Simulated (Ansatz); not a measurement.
`[OH][GeH]([Cl])[Br]` + CH₃NH₂ → `C[NH][GeH]([OH])[Cl]` + HBr  (ligand exchange at a Ge–Br bond)

Isolated molecules relaxed with PBE0-D4/def2-TZVP in Ansatz; ΔE leaves out vibrations. CBS: MP2 limit from def2 TZ/QZ plus the TZ coupled-cluster correction, frozen cores. DFT in def2-TZVPP. B3LYP here is the variant with VWN-RPA as its local correlation; programs differ in this. For Br, Ge outer-core shells are correlated without core-valence functions, which leaves a few kJ/mol of doubt a bond. Scalar relativity is left out up to krypton. Each species was taken in one conformer, which may not be the lowest.

`[OH][GeH]([Cl])[Br]`:

Z-matrix (Å, degrees):
```
Ge
Cl 1 2.139
Br 1 2.292 2 107.2
O 1 1.753 2 109.5 3 119.2
H 1 1.523 2 110.8 3 -121.9
H 4 0.961 1 113.5 2 -60.5
```

CH₃NH₂:

Cartesian coordinates in Å:
```
C 0.211 0.508 -0.142
N -0.129 -0.899 -0.013
H -0.317 1.186 0.544
H 0.002 0.838 -1.162
H 1.283 0.638 0.021
H -1.118 -1.043 -0.171
H 0.067 -1.228 0.924
```

`C[NH][GeH]([OH])[Cl]`:

```xyz
11

C     0.586   -0.322   -1.381
N     0.062    0.716   -0.509
Ge   -0.722    0.273    1.063
O     0.499   -0.494    2.084
Cl   -2.209   -1.273    0.880
H    -0.188   -0.856   -1.945
H     1.126   -1.060   -0.785
H     1.298    0.107   -2.091
H    -0.424    1.441   -1.017
H    -1.374    1.508    1.693
H     1.343   -0.040    2.006
```

HBr:

Cartesian coordinates in Å:
```
Br -0.003 -0.536 0.466
H 0.003 0.536 -0.466
```

(1) Is it downhill or uphill in electronic energy at CCSD(T)/CBS, and by how much? (An estimate is asked.)

(2) What do these levels give: PBE-D4, r2SCAN-D4, B3LYP-D4, ωB97M-V, B2PLYP, PBE, B3LYP, HF/def2-TZVPP, CCSD(T)/def2-TZVPP, SCS-MP2/def2-QZVPP, HF/CBS(def2), CCSD/CBS(def2)? (An estimate is asked.)

Largest T1 diagnostic among the species: 0.011.

Answers

(1) Computed: Uphill: ΔE = +58.7 kJ/mol.

(2) Computed: PBE-D4 67.6, r2SCAN-D4 66.5, B3LYP-D4 65.1, ωB97M-V 63.7, B2PLYP 65.0, PBE 70.8, B3LYP 69.8, HF/def2-TZVPP 71.6, CCSD(T)/def2-TZVPP 56.1, SCS-MP2/def2-QZVPP 59.6, HF/CBS(def2) 71.2, CCSD/CBS(def2) 59.8 kJ/mol.

The D4 term adds −4.6 kJ/mol with B3LYP and −2.9 kJ/mol with PBE0; it sums over pairs of atoms, weighted by their polarisabilities, and B3LYP, whose exchange is more repulsive, gets the larger term. In def2-TZVPP, CCSD(T) changes the Hartree–Fock value by −15.4 kJ/mol (the triples alone add −1.2 kJ/mol) and MP2 by −13.1 kJ/mol.
